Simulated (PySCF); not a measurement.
Gas-phase reaction: 6 GaH + 2 Br₂ → 4 GaBr + Ga₂H₆

Computed with PySCF and rigid-rotor harmonic-oscillator thermochemistry at 1 bar. † marks an energy on the PBE0/def2-TZVP geometry and frequencies; other levels use their own. 6-31G* has spherical d functions here. All species are closed-shell singlets. Br, Ga: all electrons, no relativistic terms. GaH, Ga₂H₆: computed as isolated molecules; such fragments, hydroxides, amides, oligomers or adducts are transient or little studied in the gas.

| level | ΔH°(298 K), kJ |
|---|---|
| BLYP/def2-TZVP† | ___ |
| HF/6-31G* | -1220 |
| PBE/def2-SVP | -1273 |
| PBE0/def2-SVP† | ___ |
| PBE0/def2-TZVP | -1287 |
| ωB97M-V/def2-TZVP† | ___ |

Problem. What belongs in the gaps?

Solution. 
- BLYP/def2-TZVP†, ΔH°(298 K), kJ: -1160
- PBE0/def2-SVP†, ΔH°(298 K), kJ: -1311
- ωB97M-V/def2-TZVP†, ΔH°(298 K), kJ: -1258
